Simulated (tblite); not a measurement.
Compound: C₆H₅Se (charge -1).
Atom-mapped SMILES: `[Se-:1][c:2]1[cH:3][cH:4][cH:5][cH:6][cH:7]1` (hydrogens: H8 on C3; H9 on C4; H10 on C5; H11 on C6; H12 on C7)

Computed with GFN2-xTB (tblite): harmonic, unscaled wavenumbers at the GFN2-xTB geometry, gas phase. The method is semi-empirical: single wavenumbers can be off by several per cent or more.

Harmonic wavenumbers (cm⁻¹): 154.4, 237.0, 307.4, 367.9, 430.5, 584.1, 643.4, 645.3, 733.9, 861.9, 865.8, 916.9, 917.8, 956.7, 1076.8, 1085.7, 1114.0, 1182.3, 1199.3, 1281.5, 1333.9, 1435.1, 1452.2, 1568.6, 1584.2, 3011.4, 3016.7, 3035.3, 3073.7, 3075.8.

A = 5798, B = 988.5, C = 844.5 MHz; mass 156.956 u (most abundant isotopes); point group C2v, symmetry number 2.

Task: Zero-point energy?

Result: ½Σν̃ = 19075 cm⁻¹ = 228.19 kJ/mol.

Task: Entropy at 350 K, 1 bar (ideal gas, RRHO, classical rotation)?

Result: Translation 175.24, rotation 115.84, vibration 55.45: S = 346.5 J/(mol K).

Task: And Cp and H(350 K) − H(0)?

Result: Cp = 116.94 J/(mol K), of which vibrations give 83.68 (their classical limit is 30 R = 249.4); H(350 K) − H(0) = 23.83 kJ/mol without the zero-point energy, 12.19 from vibrations.

Task: Which modes carry the vibrational entropy at 350 K?

Result: 154.4 cm⁻¹: 12.23; 237.0 cm⁻¹: 8.85; 307.4 cm⁻¹: 6.90; 367.9 cm⁻¹: 5.62; 430.5 cm⁻¹: 4.58; 584.1 cm⁻¹: 2.78 J/(mol K); the other 24 give 14.48 together.

Task: How do the functions run with temperature in this model?

Result: 
| T (K) | S (J/(mol K)) | Cp (J/(mol K)) | H − H(0) (kJ/mol) | G − H(0) (kJ/mol) | ln q(vib) |
| --- | --- | --- | --- | --- | --- |
| 100 | 254.8 | 46.4 | 3.73 | -21.76 | 0.17 |
| 200 | 294.7 | 72.4 | 9.63 | -49.32 | 0.89 |
| 300 | 329.7 | 102.2 | 18.35 | -80.55 | 1.90 |
| 500 | 394.9 | 154.5 | 44.33 | -153.11 | 4.39 |
| 800 | 478.8 | 201.3 | 98.44 | -284.60 | 8.47 |
| 1000 | 525.9 | 220.2 | 140.70 | -385.17 | 11.12 |

q(vib) and H(0) count from the zero-point level.

Hindered rotation and anharmonicity are outside this model.

Time: 0.29 s wall. Hardware: Arm Neoverse V1, one thread, shared host with 64 logical CPUs at a one-minute load of 5.3. This covers the Hessian and the dipole derivatives.
